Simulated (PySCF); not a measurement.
C₇H₇NS, SMILES N#CCCc1cccs1, GFN2-xTB optimised geometry.

```
16

N     -0.21    -2.50     3.13
C     -1.06    -2.28     2.40
C     -2.11    -2.00     1.46
C     -1.53    -1.80     0.04
C     -0.61    -0.64     0.00
C      0.75    -0.64     0.00
C      1.31     0.67     0.00
C      0.36     1.64     0.01
S     -1.23     0.99     0.01
H     -2.64    -1.09     1.78
H     -2.82    -2.83     1.47
H     -2.36    -1.65    -0.65
H     -0.99    -2.70    -0.26
H      1.34    -1.53     0.00
H      2.36     0.86     0.00
H      0.49     2.70     0.01
```

Density from CAM-B3LYP/def2-TZVP (PySCF 2.14.0) at that geometry.

Minimum of the electron density along straight lines between bonded atoms, close to the bond critical point (lines longer than 1.1 times the sum of covalent radii, or with two minima, are not listed):

| bond | length / Å | ρ at the minimum / e bohr⁻³ | ∇²ρ there / e bohr⁻⁵ | position (fraction from the first atom) |
|---|---|---|---|---|
| N1–C2 | 1.143 | 0.508 | -0.17 | 0.65 |
| C2–C3 | 1.441 | 0.281 | -0.81 | 0.55 |
| C3–C4 | 1.541 | 0.239 | -0.58 | 0.51 |
| C4–C5 | 1.491 | 0.266 | … | 0.49 |
| C5–C6 | 1.359 | 0.337 | -1.00 | 0.52 |
| C6–C7 | 1.414 | 0.306 | … | 0.50 |
| C7–C8 | 1.355 | 0.339 | -1.01 | 0.49 |
| C5–S9 | 1.737 | 0.212 | -0.43 | 0.48 |
| C8–S9 | 1.719 | 0.219 | … | 0.48 |
| C3–H10 | 1.094 | 0.280 | -0.98 | 0.65 |
| C3–H11 | 1.093 | 0.280 | -0.97 | 0.65 |
| C4–H12 | 1.093 | 0.281 | -0.98 | 0.64 |
| C4–H13 | 1.092 | 0.282 | -0.98 | 0.65 |
| C6–H14 | 1.075 | 0.290 | -1.06 | 0.65 |
| C7–H15 | 1.075 | 0.290 | -1.06 | 0.65 |
| C8–H16 | 1.072 | 0.292 | -1.07 | 0.65 |

Question: What belongs in the gaps?

Answer: 
- C4–C5, ∇²ρ there / e bohr⁻⁵: -0.71
- C6–C7, ∇²ρ there / e bohr⁻⁵: -0.89
- C8–S9, ∇²ρ there / e bohr⁻⁵: -0.47
